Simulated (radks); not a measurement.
Charge is removed step by step from the 1s down level of the silicon ion Si+, starting from 1s(up 1, down 1) 2s2 2p6 3s2 3p1. Calculated with a radial shooting solver on a logarithmic mesh with Libxc functionals: scalar-relativistic Kohn-Sham, PBE, spin-polarised, spherical densities, finite nucleus; open shells are filled with parallel spins first; Fermi nuclear charge, rms radius 3.1224 fm.

| removed (e) | E - E(0) (eV) | eigenvalue (eV) |
|---|---|---|
| 0 | 0.000 | -1795.5 |
| 0.25 | 453.04 | -1828.9 |
| 0.5 | 914.26 | -1860.7 |
| 0.75 | 1383.1 | -1889.1 |

The mean slope of the eigenvalue, de/dn, is 125 eV per electron.
